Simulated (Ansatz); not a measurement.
`[AlH2][CH]1O[SiH2][SiH2]1`, relaxed with RKS PBE0-D4/def2-TZVP in Ansatz 0.2.0 from a PBE-D4/def2-SVP geometry. The force threshold is 0.005 eV/Å; the program also tests the step.

Total charge 0; spin multiplicity 1.

Start:

```xyz
12

Al    0.751   -0.332    2.107
C     0.563   -0.636    0.165
O     1.290    0.343   -0.660
Si    0.126    0.994   -1.735
Si   -1.284   -0.307   -0.392
H     0.279   -1.509    3.091
H     1.218    1.096    2.656
H     0.832   -1.677   -0.135
H     0.342    0.589   -3.173
H     0.077    2.498   -1.678
H    -2.110    0.422    0.643
H    -2.086   -1.480   -0.889
```

(1) How much energy does the relaxation release, and in how many steps? (Estimate.)

(2) Which bonds change most? (An estimate is asked.)

(3) Give the relaxed structure. (An estimate is asked.)

Answers

(1) Computed: 5.56 kJ/mol, in 12 steps, 1 of them rejected.

(2) Ansatz gave: O3–Si4 from 1.713 to 1.671 Å; C2–Si5 from 1.957 to 1.934 Å; Si4–Si5 from 2.341 to 2.319 Å; Si4–H10 from 1.506 to 1.487 Å.

(3) Ansatz gave: 
```xyz
12

Al    0.741   -0.358    2.103
C     0.556   -0.580    0.168
O     1.240    0.441   -0.627
Si    0.116    0.980   -1.740
Si   -1.276   -0.279   -0.377
H     0.263   -1.576    3.005
H     1.213    1.021    2.725
H     0.854   -1.581   -0.169
H     0.372    0.475   -3.119
H     0.061    2.465   -1.800
H    -2.075    0.450    0.654
H    -2.064   -1.458   -0.823
```
